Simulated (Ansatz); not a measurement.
Geometry optimisation, RKS PBE/def2-SVP (Ansatz).

Input file:

```yaml
crystal:
  periodic: [false, false, false]
  atoms:
    - { symbol: Ti, position_ang: [-0.08792, 0.440822, -0.111797] }
    - { symbol: Cl, position_ang: [-0.389454, 0.457156, 2.199637] }
    - { symbol: F, position_ang: [1.554321, 0.238517, -0.624867] }
    - { symbol: F, position_ang: [-0.486206, 2.05872, -0.577948] }
    - { symbol: Cl, position_ang: [-1.486094, -0.828632, -1.213135] }
    - { symbol: O, position_ang: [0.820006, -2.319109, 1.001936] }
    - { symbol: Si, position_ang: [0.213529, -3.879158, 0.72469] }
    - { symbol: H, position_ang: [1.147631, -4.496742, -0.268419] }
    - { symbol: H, position_ang: [0.180538, -4.700569, 1.992319] }
    - { symbol: H, position_ang: [-1.167698, -3.843321, 0.135139] }
    - { symbol: H, position_ang: [0.557347, -1.903984, 1.862044] }
basis:
  gaussian: { orbitals: def2-SVP }
hamiltonian:
  xc: pbe
relax:
  f_tol: 0.03
  max_steps: 50
output:
  orbitals: {}
```

Command:

```bash
$ ansatz run input.yaml --threads 4 --pin off --max-ram 5120MiB --backend cpu --events-out ev --progress --plain --runs-dir out
```

Where does it end, and by what steps?

The run converged. After 10 steps the energy has fallen by 0.368 eV; H8 moved furthest, 0.93 Å. Joined: Ti1–O6 (3.11 → 2.27 Å).

```
step  energy less start (eV)  largest force component (eV/Å)  accepted
   0                  0.0000                           1.242       yes
   1                 -0.1462                           0.455       yes
   2                 -0.2129                           0.422       yes
   3                 -0.2513                           0.920       yes
   4                 -0.2948                           0.504       yes
   5                 -0.3219                           0.256       yes
   6                 -0.3509                           0.243       yes
   7                 -0.3609                           0.238       yes
   8                 -0.3660                           0.055       yes
   9                 -0.3673                           0.036       yes
  10                 -0.3680                           0.016       yes
```

```xyz
11
Properties=species:S:1:pos:R:3
Ti 0.069 0.001 0.046
Cl -0.421 0.567 2.175
F 1.763 -0.123 -0.332
F -0.276 1.557 -0.654
Cl -1.246 -1.224 -1.289
O 0.367 -1.984 1.102
Si 0.117 -3.615 0.592
H 0.813 -3.756 -0.720
H 0.756 -4.471 1.647
H -1.343 -3.937 0.498
H 0.257 -1.792 2.055
```

Whether the end is a true minimum wasn't checked by a vibrational analysis.

The run took 20 s on 4 threads of Intel(R) Xeon(R) Platinum 8488C (Sapphire Rapids), on a shared host, peak memory 0.26 GiB.
